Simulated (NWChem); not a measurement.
MgGeH₄Se; SMILES [GeH3][Mg][SeH]

```xyz
7

Mg    -0.0080     0.0824     0.0002
Se    -0.0290     2.5221     0.0000
H      1.4457     2.5254     0.0001
Ge    -0.0105    -2.4985     0.0000
H     -0.6412    -3.1060    -1.2763
H      1.4118    -3.1032     0.0908
H     -0.7981    -3.1055     1.1862
```
Atoms are numbered in this order, from 1.

Computed with NWChem. Medium grid unless said otherwise, to which SCAN and Minnesota functionals are sensitive. The geometry was optimised at PBE0/def2-SVP. Hybrids' shares of exact exchange are those that their runs print; pure functionals count as 0. The functionals differ in more than this share.

| row | share of exact exchange | highest occupied level (eV) |
|---|---|---|
| PBE/def2-SVP | 0.00 | -5.59 |
| M06-L/def2-SVP | 0.00 | -5.72 |
| B3LYP/def2-SVP | 0.20 | -6.43 |
| B3PW91/def2-SVP | 0.20 | -6.54 |
| PW6B95/def2-SVP | 0.28 | withheld |
| M06-2X/def2-SVP | 0.54 | -7.82 |

### Question
Fit a straight line of the last column on the one before it, predict the withheld value, and compare with the run.

### Answer

1. Means of the 5 shown rows: x = 0.188, y = -6.420. Slope Σ(x − x̄)(y − ȳ)/Σ(x − x̄)² = -0.7820/0.1949 = -4.013; intercept -5.666.
2. The shown rows scatter about the line by 0.056 (root mean square); the largest residual is +0.08, at PBE/def2-SVP.
3. At x = 0.28 (PW6B95/def2-SVP; inside the shown range) the line gives -6.79.
4. The run gives -6.74, +0.05 from the line, 0.9 times the scatter.
